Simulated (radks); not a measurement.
Results of a calculation; reference values are marked as such.
All-electron atom: the iridium ion Ir+ in [Xe] 4f14 5d7 6s1.

Level of theory: scalar-relativistic Kohn-Sham, PBEsol, spin-unpolarised, spherical densities, finite nucleus; Fermi nuclear charge, rms radius 5.4032 fm (a radial shooting solver on a logarithmic mesh with Libxc functionals).

Energy parts (hartree):
| part | energy |
|---|---|
| total | -17818.6957 |
| kinetic | 19799.5693 |
| electron-nucleus | -44189.7954 |
| Hartree | 6912.2698 |
| exchange-correlation | -340.7394 |

Orbitals (lengths in bohr, moments of r in powers of bohr; r(90%) holds 90 % of the orbital's charge):
orbital  occ.  eigenvalue (hartree)  r(90%)      <r^2>   <1/r>      <r>
1s          2             -2795.942  0.0318  0.0004198   92.12  0.01745
2s          2             -489.4055   0.114   0.006422   21.58  0.07364
2p          6             -425.3983   0.108   0.005365   19.36  0.06625
3s          2             -114.6967   0.279    0.04152   7.999   0.1905
3p          6             -95.97123   0.286    0.04246   7.336   0.1914
3d         10             -75.31144   0.269    0.03517   6.917   0.1733
4s          2             -24.69482   0.607     0.2024   3.418   0.4235
4p          6             -18.55013   0.654     0.2309   3.094   0.4507
4d         10             -10.99354   0.715     0.2649   2.766   0.4785
4f         14              -2.59301   0.869     0.3512   2.316   0.5353
5s          2              -3.90683    1.40      1.074   1.378   0.9779
5p          6              -2.31831    1.65      1.455   1.166    1.134
5d          7              -0.56475    2.60      3.304  0.7865    1.670
6s          1              -0.50012    3.93      8.178  0.4708    2.690

The highest occupied level is 6s at -13.609 eV. The electron density at the nucleus is 1.945e+06 e/bohr^3 (large components only). Summed over all electrons, <r^2> = 52.28 bohr^2, which gives a Langevin (diamagnetic) susceptibility term of -41.4 x 10^-6 cm^3/mol. The density falls to 0.001 e/bohr^3 at r = 4.08 bohr. For comparison, the ionisation energy in NIST's Atomic Spectra Database is 17.0 eV (semi-empirical). In exact Kohn-Sham theory the highest level is minus the ionisation energy, but local and semilocal functionals leave it too shallow, through self-interaction and a potential that decays too fast; potentials with the right tail come closer.

Beside tabulated values, note that spin-unpolarised runs miss the spin-polarisation part of the exchange energy of open shells.
